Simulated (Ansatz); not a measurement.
Reaction (ligand exchange at the Si–C bond): `NC(=O)[SiH3]` + `[NH2][Mg][OH]` → `[NH2][Mg][O][SiH3]` + `NC=O`

Calculated with Ansatz (gas phase, PBE0-D4/def2-TZVP geometries, no zero-point term in ΔE). CBS: MP2 limit from def2 TZ/QZ plus the TZ coupled-cluster correction, frozen cores. This one scheme is used for every species. Functionals use def2-TZVPP. For Mg outer-core shells are correlated without core-valence functions, which leaves a few kJ/mol of doubt a bond. Each species was taken in one conformer, which may not be the lowest.

(1) Is it downhill or uphill in electronic energy at CCSD(T)/CBS, and by how much? (Estimate.)

(2) What do these levels give: LDA (SPW92), ωB97X-V, ωB97M-V, CAM-B3LYP, MP2/def2-SVP, HF/CBS(def2)? (Estimate.)

Largest T1 diagnostic among the species: 0.016.

Results:

(1) Computed: Downhill: ΔE = -142.4 kJ/mol.

(2) Ansatz gave: LDA (SPW92) -121.6, ωB97X-V -139.0, ωB97M-V -138.3, CAM-B3LYP -144.2, MP2/def2-SVP -146.3, HF/CBS(def2) -171.0 kJ/mol.

From BLYP to BHLYP (50 % exact exchange), in def2-TZVPP and without D4, ΔE moves by −18.9 kJ/mol. In def2-TZVPP, CCSD(T) changes the Hartree–Fock value by +25.0 kJ/mol (the triples alone add +4.2 kJ/mol) and MP2 by +22.8 kJ/mol. The D4 term adds +3.1 kJ/mol with B3LYP and +1.6 kJ/mol with PBE0; it sums over pairs of atoms, weighted by their polarisabilities, and B3LYP, whose exchange is more repulsive, gets the larger term.

B3LYP here is the variant with VWN-RPA as its local correlation; programs differ in this.
